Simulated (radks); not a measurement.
These are the eigenvalues of the occupied orbitals of an atom or ion with whole-number occupations (eV). All-electron calculation, non-relativistic Kohn-Sham, exchange-only B88, spin-polarised, spherical densities, point nucleus. Program: a radial shooting solver on a logarithmic mesh with Libxc functionals.

1s: -25670.41
2s: -3744.442
2p: -3492.271
3s: -708.6164
3p: -606.1544
3d: -416.3974
4s: -115.0983
4p: -82.3051
4d: -29.6501

Which element is it, and in what charge state? The configuration may be excited. Open shells, if any, are filled with parallel spins first.

Answer. Z = 48, cadmium, charge +2: Cd2+ in [Kr] 4d10. The list shows which subshells hold electrons but not how many an open one holds; the 1s level, -943.37 hartree, gives Z - s = 43.4 by -(Z - s)^2/2, which with screening narrows Z to a few neighbours, and the depths of the outer levels then fix element, charge and occupations together.
